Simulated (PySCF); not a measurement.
C₅H₇GeN.
Structure used (PBE0-D3(BJ)/def2-SVP), in Å, numbered top down from 1:
```
atom  x, y, z in Å
N1     2.951    1.269    0.944
C2     2.082    0.924    0.259
C3     0.975    0.484   -0.570
C4     0.742   -1.011   -0.493
C5    -0.405   -1.487    0.007
C6    -1.478   -0.565    0.509
Ge7   -0.788    1.214    0.037
H8     1.178    0.803   -1.606
H9     1.535   -1.683   -0.840
H10   -0.565   -2.570    0.063
H11   -2.454   -0.774    0.043
H12   -1.619   -0.672    1.598
H13   -0.646    2.204    1.199
H14   -1.528    1.858   -1.148
```

The calculation used PySCF 2.14.0, density-fitted response routines, TDDFT CAM-B3LYP/def2-SVPD, vertical, gas phase, core orbitals frozen in the response. The CAM-B3LYP/def2-SVPD calculation is non-relativistic and has no spin–orbit coupling, an omission that weighs most on germanium.

Transition dipole moments from the ground state, in atomic units and in the frame of the coordinates above (overall signs are arbitrary), for the states with f of 0.002 or more among the lowest 8:

```json
{"state": "S1", "E (eV)": "6.836", "μx": "0.572", "μy": "0.208", "μz": "-0.137"}
{"state": "S2", "E (eV)": "7.007", "μx": "-0.359", "μy": "-0.201", "μz": "0.045"}
{"state": "S3", "E (eV)": "7.062", "μx": "0.338", "μy": "0.104", "μz": "-0.313"}
{"state": "S4", "E (eV)": "7.346", "μx": "-0.307", "μy": "0.247", "μz": "-0.165"}
{"state": "S6", "E (eV)": "7.594", "μx": "0.540", "μy": "0.087", "μz": "-0.062"}
{"state": "S7", "E (eV)": "7.716", "μx": "-0.100", "μy": "0.142", "μz": "-0.002"}
{"state": "S8", "E (eV)": "7.761", "μx": "0.562", "μy": "0.061", "μz": "-0.168"}
```

(1) Work out the oscillator strengths.

(2) Which bond between heavy atoms lies closest to the direction of the S8 transition dipole?

(3) What angle do the transition dipoles of S3 and S4 make?

(4) How is the summed strength of these states shared among x, y and z?

## Answers

(1) f = (2/3) ΔE |μ|² with ΔE in hartree (27.2114 eV).

```csv
state,|μ|² (au),|μ| (D),f
S1,0.389,1.59,0.065
S2,0.172,1.05,0.029
S3,0.223,1.20,0.039
S4,0.183,1.09,0.033
S6,0.303,1.40,0.056
S7,0.030,0.44,0.006
S8,0.348,1.50,0.066
```

(2) C4–C5, at 16° from it; next C3–Ge7 at 27°.

(3) |cos θ| = |μa·μb| / (|μa| |μb|) = 0.13, so θ ≈ 82° (taken between 0 and 90°, since the signs are arbitrary).

(4) (2/3) Σ ΔE μα² gives 0.230 for x, 0.033 for y and 0.031 for z, 0.294 in all.

The vertical ionisation energy (ΔSCF) is 9.90 eV, 2.14 eV above S8.
